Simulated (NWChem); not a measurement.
System: CH$_{5}$ClOSi$_{2}$; SMILES Cl[Si@H]1OC[SiH2]1

Here is an NWChem input.

```
start job
memory heap 200 mb stack 900 mb global 1100 mb
geometry units angstroms noautosym nocenter noautoz
  Cl     0.245405    -2.084429     0.483390
  Si    -0.083660    -0.372500    -0.665963
  O     -1.460835     0.476497    -0.216880
  C     -0.992758     1.696548     0.442554
  Si     0.914649     1.599106     0.074958
  H     -0.175271    -0.866819    -2.061102
  H     -1.506097     2.552447    -0.007542
  H     -1.253225     1.658778     1.506095
  H      1.825395     1.613628     1.250255
  H      1.388357     2.584522    -0.935160
end
basis spherical
  * library def2-svp
end
dft
  xc xpbe96 cpbe96
  iterations 150
end
cosmo
  do_cosmo_smd true
  solvent water
end
task dft energy
```

NWChem printed, in part:

```
             Northwest Computational Chemistry Package (NWChem) 7.3.0
             --------------------------------------------------------

                             Geometry "geometry" -> ""
                             -------------------------

 Output coordinates in angstroms (scale by  1.889725989 to convert to a.u.)

  No.       Tag          Charge          X              Y              Z
 ---- ---------------- ---------- -------------- -------------- --------------
    1 Cl                  17.0000     0.24540500    -2.08442900     0.48339000
    2 Si                  14.0000    -0.08366000    -0.37250000    -0.66596300
    3 O                    8.0000    -1.46083500     0.47649700    -0.21688000
    4 C                    6.0000    -0.99275800     1.69654800     0.44255400
    5 Si                  14.0000     0.91464900     1.59910600     0.07495800
    6 H                    1.0000    -0.17527100    -0.86681900    -2.06110200
    7 H                    1.0000    -1.50609700     2.55244700    -0.00754200
    8 H                    1.0000    -1.25322500     1.65877800     1.50609500
    9 H                    1.0000     1.82539500     1.61362800     1.25025500
   10 H                    1.0000     1.38835700     2.58452200    -0.93516000

 Effective nuclear repulsion energy (a.u.)     351.5642909787

  pbe96 is a nonlocal functional; adding pw91lda local functional.

                                 NWChem DFT Module
                                 -----------------

 Summary of "ao basis" -> "ao basis" (spherical)
 ------------------------------------------------------------------------------
       Tag                 Description            Shells   Functions and Types
 ---------------- ------------------------------  ------  ---------------------
 Cl                         def2-svp                 8       18   4s3p1d
 Si                         def2-svp                 8       18   4s3p1d
 O                          def2-svp                 6       14   3s2p1d
 C                          def2-svp                 6       14   3s2p1d
 H                          def2-svp                 3        5   2s1p

 in cosmo_initialize ...
 calling solv_data for solv:h2o

 solvent parameters
 solvname_short: h2o
 solvname_long:  water
 dielec:       78.4000
 dielecinf:     1.7769
 aqueous SMD model solvent descriptors
 dielec:       78.4000
 sola:          0.8200

[...]

                                COSMO-SMD solvation results
                                ---------------------------

             internal energy in gas <Psi(g)|H|Psi(g)> =     -1154.531832050039
         internal energy in solvent <Psi(s)|H|Psi(s)> =     -1154.530719068927
                               delta internal energy  =         0.001112981112 (    0.70 kcal/mol)
   total free energy in solvent <Psi(s)|H+V/2|Psi(s)> =     -1154.537604250888
 polarization energy contribution <Psi(s)|V/2|Psi(s)> =        -0.006885181961 (   -4.32 kcal/mol)
    total free energy in solvent including G(SMD-CDS) =     -1154.532990095779
                       G(SMD-CDS) energy contribution =         0.004614155109 (    2.90 kcal/mol)
     1 M fixed-concentration free energy of solvation =        -0.001158045740 (   -0.73 kcal/mol)

                       DFT Final Molecular Orbital Analysis
                       ------------------------------------

 Vector   30  Occ=2.000000D+00  E=-2.581378D-01
              MO Center= -8.6D-01,  8.3D-01,  5.4D-02, r^2= 3.2D+00
   Bfn.  Coefficient  Atom+Function         Bfn.  Coefficient  Atom+Function
  ----- ------------  ---------------      ----- ------------  ---------------
    40      0.316634   3 O  px               42      0.297792   3 O  pz
    54     -0.260123   4 C  px               43      0.234063   3 O  px
    45      0.222674   3 O  pz               88      0.220879   7 H  s
    12     -0.169578   1 Cl py               72      0.168708   5 Si px
    41     -0.143183   3 O  py               21      0.136075   2 Si s

 Vector   31  Occ=2.000000D+00  E=-2.492949D-01
              MO Center= -8.7D-01,  8.1D-01,  3.8D-02, r^2= 2.9D+00
   Bfn.  Coefficient  Atom+Function         Bfn.  Coefficient  Atom+Function
  ----- ------------  ---------------      ----- ------------  ---------------
    42      0.343352   3 O  pz               40     -0.287824   3 O  px
    45      0.247608   3 O  pz               43     -0.219405   3 O  px
    93     -0.210101   8 H  s                41     -0.207449   3 O  py
    54      0.181069   4 C  px               44     -0.165869   3 O  py
    72     -0.161689   5 Si px               56     -0.146644   4 C  pz

 Vector   32  Occ=2.000000D+00  E=-2.398421D-01
              MO Center=  2.9D-01,  1.1D-01, -2.3D-01, r^2= 4.3D+00
   Bfn.  Coefficient  Atom+Function         Bfn.  Coefficient  Atom+Function
  ----- ------------  ---------------      ----- ------------  ---------------
    73      0.246079   5 Si py               12      0.223650   1 Cl py
    76      0.220464   5 Si py               11      0.201284   1 Cl px
    83      0.194040   6 H  s                84      0.173638   6 H  s
    27     -0.167970   2 Si py                9      0.154184   1 Cl py
    54      0.154299   4 C  px               26     -0.150640   2 Si px

 Vector   33  Occ=0.000000D+00  E=-3.521549D-02
              MO Center=  3.8D-01,  5.3D-01, -3.0D-01, r^2= 5.0D+00
   Bfn.  Coefficient  Atom+Function         Bfn.  Coefficient  Atom+Function
  ----- ------------  ---------------      ----- ------------  ---------------
    76      0.761665   5 Si py               29      0.730814   2 Si px
    22      0.556183   2 Si s                39      0.344886   3 O  s
    21      0.292687   2 Si s                53     -0.282029   4 C  s
    30      0.276538   2 Si py               68     -0.277096   5 Si s
    26      0.264283   2 Si px               84     -0.262515   6 H  s

[...]
```

Level: PBE/def2-SVP, SMD on the gas-phase geometry. Structure relaxed at the B3LYP/6-31G* (spherical d) level. Solvent: water.
